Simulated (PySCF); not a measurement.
**Ca (calcium, neutral) across methods**

[Ar] 4s1 4p1, high-spin 3P determinant (an excited configuration). Computed with PySCF 2.14 in x2c-TZVPPall (6s5p3d, 36 functions), with the spin-free X2C one-electron Hamiltonian (Gaussian nucleus). The B2PLYP total includes its PT2 part (frozen core); its orbital energies are those of the SCF part.

```
 method  E (hartree)  mean ε 3p β (eV)  mean ε 4s α (eV)  mean ε 4p α (eV)  Σ⟨r²⟩ (bohr²)   ⟨S²⟩
wB97M-V     -680.323           -33.854            -6.979            -3.594          62.27  2.000
 B2PLYP     -680.169           -33.547            -5.949            -3.190          61.98  2.000
 r2SCAN     -680.337           -29.813            -4.754            -2.313          61.36  2.000
    PBE     -680.158           -29.012            -4.658            -2.260          61.10  2.000
    M06     -680.349           -31.392            -5.208            -2.516          61.57  2.000
LC-wPBE     -680.232           -34.266            -7.430            -4.567          60.68  2.000
    LDA     -678.504           -29.064            -4.794            -2.221          61.20  2.000
    UHF   -679.58205           -37.284            -7.148            -4.267          63.50  2.000
```

Question: Estimate the same row for PBE0.

Answer: E (hartree) = -680.203; mean ε 3p β (eV) = -31.352; mean ε 4s α (eV) = -5.370; mean ε 4p α (eV) = -2.824; Σ⟨r²⟩ (bohr²) = 61.21; ⟨S²⟩ = 2.000.
